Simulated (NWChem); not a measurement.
Species: CrO$_{2}$ClF; SMILES [F][Cr]([Cl])(=[O])=[O]

```xyz
5

Cr     0.0554    -0.3196     0.0000
O      0.8403    -0.7442    -1.2367
O      0.8403    -0.7442     1.2367
F     -1.4658    -1.0449     0.0000
Cl    -0.1116     1.7886     0.0000
```
Atoms are numbered in this order, from 1.

Level: PBE0/def2-SVP (NWChem), optimised geometry, unscaled harmonic frequencies. 

```tsv
frequency (cm⁻¹)	IR intensity (km/mol)
187	1.2
239	0.8
298	3.1
304	1.9
418	14.1
509	44.6
802	120.7
1177	95.2
1178	162.8
```

```json
{
 "zero_point_energy": "7.3 kcal/mol",
 "thermal correction to the enthalpy at 298.15 K (with zero-point energy)": "11.3 kcal/mol",
 "heat capacity Cv": "16.7 cal/(mol K)",
 "entropy at 298.15 K and 1 atm (symmetry number 1)": "76.3 cal/(mol K)",
 "dipole_moment": "0.49 D"
}
```

Rigid rotor and harmonic oscillator.
